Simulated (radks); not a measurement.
Results of a calculation; reference values are marked as such.
Problem. The lutetium ion Lu2+, [Xe] 4f14 6s1. Level of theory: non-relativistic Kohn-Sham, exchange-only B88, spin-polarised, spherical densities, point nucleus (a radial shooting solver on a logarithmic mesh with Libxc functionals). Every spin shell is full or empty, so the densities are truly spherical. Functionals are evaluated on that one density, not self-consistently. Rank these exchange functionals by their error against the exact value of the orbitals, and give that value: LDA, PBE, RPBE, PW91, PW86, OPTX, B86b, G96, EV93, TPSS, SCAN, r2SCAN, MS2.

Solution. Exact: -282.089 hartree. From best to worst, with 100 (|E| - |E exact|)/|E exact| (equal figures are ties): r2SCAN +0.01, RPBE +0.01, PW86 -0.11, PBE -0.12, TPSS -0.18, B86b +0.24, EV93 -0.24, SCAN +0.25, PW91 +0.28, MS2 -0.45, G96 +0.68, OPTX +1.97, LDA -3.81.
